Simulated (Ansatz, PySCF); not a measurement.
CH10FNSi3, SMILES N[SiH2][Si@@H](F)C[SiH3]. Atoms are numbered in the order given.

```xyz
16

N      3.3730    -0.7572    -0.2355
Si     2.1311     0.4572    -0.2942
Si     0.0340    -0.5574    -0.0129
F     -0.0608    -1.1850     1.5030
C     -1.3794     0.6626    -0.2080
Si    -2.9992     0.1169     0.6069
H      4.3495    -0.4829    -0.1737
H      3.2757    -1.6009    -0.7923
H      2.0493     1.2746    -1.5564
H      2.3745     1.4286     0.8136
H     -0.1651    -1.7002    -0.9546
H     -1.5555     0.8099    -1.2886
H     -1.0947     1.6451     0.2067
H     -4.1163     1.0130     0.1835
H     -2.8821     0.1718     2.0901
H     -3.3297    -1.2783     0.1942
```

The structure is a stationary point at B3LYP-D3(BJ)/def2-SVP. The structure was generated by enumeration; whether it is a known compound was not checked. The values are those of a single conformer.

Two levels are set side by side: PBE-D3(BJ)/def2-SVP (Ansatz, a quantum-chemistry and plane-wave program) and B3LYP-D3(BJ)/def2-SVP (Ansatz). Each level has its own optimised geometry; the coordinates shown are those of the second. Frequencies come from the Hessian of PySCF at each geometry. Differences are taken from unrounded values.

| quantity | B3LYP-D3(BJ) |
|---|---|
| mean bond length (Å) | 1.514 |
| bond N1–Si2 (Å) | 1.738 |
| bond Si2–Si3 (Å) | 2.347 |
| bond Si3–F4 (Å) | 1.643 |
| bond Si3–C5 (Å) | 1.877 |
| bond C5–Si6 (Å) | 1.894 |
| bond N1–H7 (Å) | 1.016 |
| bond N1–H8 (Å) | 1.016 |
| bond Si2–H9 (Å) | 1.506 |
| bond Si2–H10 (Å) | 1.493 |
| bond Si3–H11 (Å) | 1.494 |
| bond C5–H12 (Å) | 1.105 |
| bond C5–H13 (Å) | 1.104 |
| bond Si6–H14 (Å) | 1.493 |
| bond Si6–H15 (Å) | 1.489 |
| bond Si6–H16 (Å) | 1.492 |
| highest harmonic wavenumber (cm⁻¹) | 3652 |
| mean harmonic wavenumber (cm⁻¹) | 1119 |
| zero-point energy (kcal/mol) | 67.19 |

Q: What does PBE-D3(BJ) give, and how far is it from B3LYP-D3(BJ)? (Estimate from the structure and the level; the computed values follow.)

A: 
```csv
quantity,PBE-D3(BJ),PBE-D3(BJ) minus B3LYP-D3(BJ)
mean bond length (Å),1.524,0.010
bond N1–Si2 (Å),1.750,0.012
bond Si2–Si3 (Å),2.352,0.005
bond Si3–F4 (Å),1.655,0.011
bond Si3–C5 (Å),1.884,0.007
bond C5–Si6 (Å),1.899,0.006
bond N1–H7 (Å),1.024,0.008
bond N1–H8 (Å),1.024,0.008
bond Si2–H9 (Å),1.521,0.015
bond Si2–H10 (Å),1.507,0.013
bond Si3–H11 (Å),1.508,0.014
bond C5–H12 (Å),1.112,0.007
bond C5–H13 (Å),1.111,0.007
bond Si6–H14 (Å),1.506,0.013
bond Si6–H15 (Å),1.502,0.013
bond Si6–H16 (Å),1.505,0.013
highest harmonic wavenumber (cm⁻¹),3572,-80
mean harmonic wavenumber (cm⁻¹),1087,-32
zero-point energy (kcal/mol),65.29,-1.90
```

Exact exchange shortens and stiffens bonds; PBE has none. Differences between two approximate levels are no errors against the true value.
